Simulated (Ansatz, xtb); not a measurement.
## Isomers of H2NOTe− in order of energy

4 gas-phase structures of H2NOTe−, found in a search over its isomers (lower ones may exist). Each was relaxed with GFN2-xTB; where two conformers were screened, the lower at r2SCAN-D4/def2-SVPD is listed:

A. a singlet given by its coordinates
B. `[N-]=[TeH]O`, a singlet
C. `N[Te][O-]`, a singlet
D. `[NH-][Te]O`, a singlet

A (Å):

| atom | x (Å) | y (Å) | z (Å) |
| --- | --- | --- | --- |
| N | -0.1318 | -0.8195 | 1.0138 |
| O | -1.8581 | 1.1935 | 2.1450 |
| Te | -1.9581 | -0.5053 | 1.5088 |
| H | -0.0646 | -1.8165 | 0.8038 |
| H | -2.7889 | -0.1654 | -0.1184 |

Close contacts (Å): N1–Te3 1.92, O2–Te3 1.82, N1–H4 1.02, Te3–H4 2.41, Te3–H5 1.86.

Q: Estimate their order in r2SCAN-D4/def2-SVPD energy at these geometries, lowest first.

A: Calculated order at r2SCAN-D4/def2-SVPD: C (0.0), D (6.4), A (42.6), B (58.0) kcal/mol.

Energies above the lowest of each column, in kcal/mol; the last columns are at B3LYP-D3(BJ)/def2-SVPD geometries and were run for some of them only (a dash: not run or not comparable):

```csv
structure,GFN2-xTB,HF/STO-3G,r2SCAN-D4/def2-SVPD,B3LYP-D3(BJ)/def2-SVPD,CCSD(T)/def2-SVPD + ΔMP2/def2-TZVPPD
C,0.0,0.0,0.0,0.0,0.0
D,9.5,6.3,6.4,4.7,4.9
A,2.8,104.3,42.6,–,–
B,22.7,149.0,58.0,–,–
```

Every level run on C puts it lowest or level with the lowest. Flexible structures stand in one conformer each, not always the lowest. Frequencies (B3LYP-D3(BJ)/def2-SVPD) were run for C, D alone. Large T1 diagnostics make some coupled-cluster values less sure. Atoms past krypton carry core potentials in the def2 sets, without spin–orbit terms. ΔMP2 is the change of the MP2 energy from the smaller to the larger basis.

Over these structures GFN2-xTB departs from r2SCAN-D4/def2-SVPD by 19.6 kcal/mol on average once a common shift is removed. A GFN2-xTB relaxation took about 0.16 s and the r2SCAN-D4/def2-SVPD energy about 3.6 s on a shared host (Ansatz 0.2.0, xtb 6.7.1).
